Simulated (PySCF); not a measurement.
All values below come from BP86-D3(BJ)/def2-TZVP // BP86-D3(BJ)/def2-SVP in PySCF. Gas-phase values, no solvent. 

Reference species: [Ti(Cl)3] (neutral, multiplicity 2).

```yaml
coordination_number: 3
charge on the central atom (Mulliken): 0.91 e
highest_occupied_spin_orbital: -5.64 eV
```

After one change: the coordination number stays essentially unchanged; the charge on the central atom (Mulliken) rises by 0.07 e; the highest occupied spin orbital increases by 0.48 eV.

Task: Which change was made? The new species is one of these.
(A) [Zr(Cl)3]
(B) [Pd(Cl)3]
(C) [Pt(Cl)3]

Result: A, [Zr(Cl)3]
